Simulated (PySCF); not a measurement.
Gas-phase reaction: Sn2O2 + 3 Cl2 = 2 SnCl2 + 2 ClO

Method: PySCF energies (xtb for GFN2) plus ideal-gas RRHO corrections (1 bar). † marks an energy on the PBE0/def2-TZVP geometry and frequencies; other levels use their own. Open shells (unrestricted): ClO (multiplicity 2, electronic degeneracy 4); the rest are closed-shell singlets. GFN2 has no spin-polarisation term. Spin-orbit splitting is ignored; it lowers the true energy and changes the entropy of ClO. B3LYP is the form with VWN-RPA correlation. Sn: scalar-relativistic def2 core potential, no spin-orbit coupling. Sn2O2: computed as isolated molecules; such fragments, hydroxides, amides, oligomers or adducts are transient or little studied in the gas. The harmonic model lacks anharmonicity and excited electronic states, which grow with temperature; levels with a mode under 35 cm⁻¹ are left out. Soft modes under 120 cm⁻¹ make the harmonic entropy rough for SnCl2.

| level | ΔE electronic, kJ | ΔH°(298 K), kJ | ΔS°(298 K), J/K | ΔG°(800 K), kJ |
|---|---|---|---|---|
| B3LYP/def2-TZVP† | -18 | -20 | 83 | -87 |
| BLYP/def2-TZVP† | -15 | -18 | 83 | -84 |
| GFN2-xTB | 34 | 34 | 72 | -22 |
| M06-2X/def2-TZVP† | 33 | 30 | 83 | -36 |
| PBE/def2-SVP | -32 | -34 | 78 | -95 |
| PBE/def2-TZVP† | -3 | -6 | 83 | -72 |
| PBE0/def2-SVP† | -57 | -60 | 83 | -126 |
| PBE0/def2-TZVP | -17 | -20 | 83 | -86 |
| r2SCAN/def2-TZVP† | -25 | -28 | 83 | -94 |
| LDA/def2-TZVP† | 61 | 58 | 83 | -8 |
| ωB97X-V/def2-TZVP† | 6 | 3 | 83 | -63 |
ΔH° is lowest at PBE0/def2-SVP† and highest at LDA/def2-TZVP†. No reference value is set beside these.
